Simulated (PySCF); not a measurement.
**HOsN: from structure and modes to constants**

These are results of PBE0 in PySCF with Os def2-TZVP with ECP60, N def2-TZVP, H def2-TZVP; scalar-relativistic core potentials, no spin–orbit coupling; density-fitted integrals, not measurements.

The singlet minimum has Cs symmetry. Masses (u): Os 191.96148, N 14.00307, H 1.00782.

```xyz
3
charge 0 multiplicity 1, angstrom
Os    0.0717    0.0000   -0.0802
N    -1.0724    0.0000    1.0292
H     1.2505    0.0000    0.9840
```

Harmonic wavenumbers (cm⁻¹): 800.8 (a', ×1), 1273.8 (a', ×1), 2273.8 (a', ×1).

(1) Find the principal moments of inertia and the rotational constants. What kind of rotor is it?

(2) What is the harmonic zero-point energy?

(3) Find the vibrational entropy and heat capacity at 298.15 K.

## Answers

(1) About the centre of mass I = 2.5146, 33.198, 35.713 u Å². With B = 16.8576/I this gives 6.704, 0.5078, 0.472 cm⁻¹. The molecule is an asymmetric top with κ = -0.99.

(2) Half the sum of all 3 wavenumbers, 4348/2 = 2174 cm⁻¹, which is 26.0 kJ/mol (1 cm⁻¹ = 0.0119627 kJ/mol).

(3) With u = 1.43878 ω/T, each mode gives S = R[u/(eᵘ−1) − ln(1−e⁻ᵘ)] and C = R u² eᵘ/(eᵘ−1)².
| ω (cm⁻¹) | u | S (J/(mol K)) | C (J/(mol K)) |
| --- | --- | --- | --- |
| 800.8 | 3.864 | 0.86 | 2.72 |
| 1273.8 | 6.147 | 0.13 | 0.68 |
| 2273.8 | 10.973 | 0.00 | 0.02 |
The sums over all modes are S = 1.0 and C = 3.4 J/(mol K); the softest mode gives 87 % of the entropy.

This need not be the most stable arrangement of these atoms. With an element this heavy the missing spin–orbit coupling can shift these numbers.
